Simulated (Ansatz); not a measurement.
Species: C$_{2}$H$_{7}$O$_{2}$Si (charge 0, doublet). It need not be the lowest isomer of its formula. 
Geometry from a B3LYP-D3(BJ)/def2-TZVP (Ansatz, a program for electronic structure) optimisation:
```xyz
12

C      1.5812    -0.8368     0.3387
Si    -0.0304     0.0560    -0.0501
C     -1.5452    -0.8276     0.5735
O      0.0272     0.0758    -1.7036
O     -0.0833     1.5522     0.6400
H      1.5690    -1.8574    -0.0422
H      2.4401    -0.3157    -0.0842
H      1.6886    -0.8605     1.4264
H     -2.4507    -0.3228     0.2347
H     -1.5658    -1.8571     0.2150
H     -1.5486    -0.8322     1.6652
H      0.5250     2.2242     0.3221
```
Charge 0, spin multiplicity 2.

Dipole moments at this geometry, in debye (magnitudes).

```tsv
level	program	dipole (D)
PBE/def2-TZVPD	Ansatz	2.19
B97M-V/def2-TZVPD	Ansatz	1.72
B3LYP/def2-TZVPD	Ansatz	1.77
PBE0/def2-TZVPD	Ansatz	1.65
BHLYP/def2-TZVPD	Ansatz	1.40
r2SCANh/def2-TZVPD	Ansatz	…
r2SCAN0/def2-TZVPD	Ansatz	1.52
LC-wPBE/def2-TZVPD	Ansatz	1.47
wB97M-V/def2-TZVPD	Ansatz	1.52
CCSD(T)/aug-cc-pV(D+d)Z	Ansatz	…
```

Question: What belongs in the gaps?

Answer: 
- r2SCANh/def2-TZVPD, dipole (D): 1.69
- CCSD(T)/aug-cc-pV(D+d)Z, dipole (D): 1.46
